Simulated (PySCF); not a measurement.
Input file for PySCF: R-B3LYP/LANL2DZ on HISi (SMILES [SiH]I), a point of a bond scan (R = 1.218 Å).

```python
from pyscf import gto, scf, dft, mp
from pyscf.data.elements import chemcore

mol = gto.M(
    atom='''
    Si   -1.12141345   -0.93268242    1.27808734
    H    -1.89962799   -1.29557347    0.41429261
    I     0.33573528    0.27252548   -0.34135031
    ''',
    basis='lanl2dz',
    ecp={'I': 'lanl2dz', 'Si': 'lanl2dz'},
    charge=0, spin=0, verbose=3, max_memory=1800)
mf = dft.RKS(mol, xc='b3lyp')
mf.conv_tol = 1e-8
mf.max_cycle = 100
mf.kernel()
if not mf.converged:
    mf = mf.newton().run(mf.mo_coeff, mf.mo_occ)
```

Output:

```
converged SCF energy = -15.7855104469886
```

Self-consistency was reached.

Cost: about 1.4 core-seconds (a rough figure).
